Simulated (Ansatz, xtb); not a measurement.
## Ranking isomers of C6H7BSe

5 gas-phase structures of C6H7BSe, from a drawn sample of its isomers (lower ones may exist). Each was relaxed with GFN2-xTB; where two conformers were screened, the lower at r2SCAN-D4/def2-SVP is listed:

A. `Bc1cc[se]c1C=C`, a singlet
B. `Bc1ccc(C=C)[se]1`, a singlet
C. `Bc1c[se]c(C=C)c1`, a singlet
D. `Bc1[se]ccc1C=C`, a singlet
E. `Bc1c[se]cc1C=C`, a singlet

Estimate their order in r2SCAN-D4/def2-SVP energy at these geometries, lowest first.

Calculated order at r2SCAN-D4/def2-SVP: B (0.000), D (0.075), C (0.219), A (0.226), E (0.371) eV. Less than 1 kcal/mol parts C and A, so the order within that pair means little.

Energies above the lowest of each column, in eV; the last columns are at B3LYP-D3(BJ)/def2-SVP geometries:

```csv
structure,GFN2-xTB,HF/STO-3G,r2SCAN-D4/def2-SVP,B3LYP-D3(BJ)/def2-SVP,CCSD(T)/def2-SVP + ΔMP2/def2-TZVPP
B,0.000,0.000,0.000,0.000,0.000
D,0.084,0.104,0.075,0.075,0.057
C,0.073,0.084,0.219,0.198,0.165
A,0.084,0.125,0.226,0.206,0.184
E,0.167,0.206,0.371,0.340,0.276
```

Every level run on B puts it lowest or level with the lowest. Flexible structures stand in one conformer each, not always the lowest. ΔMP2 is the change of the MP2 energy from the smaller to the larger basis.

Over these structures GFN2-xTB departs from r2SCAN-D4/def2-SVP by 0.081 eV on average once a common shift is removed. A GFN2-xTB relaxation took about 0.1 s and the r2SCAN-D4/def2-SVP energy about 5.7 s on a shared host (Ansatz 0.2.0, xtb 6.7.1).
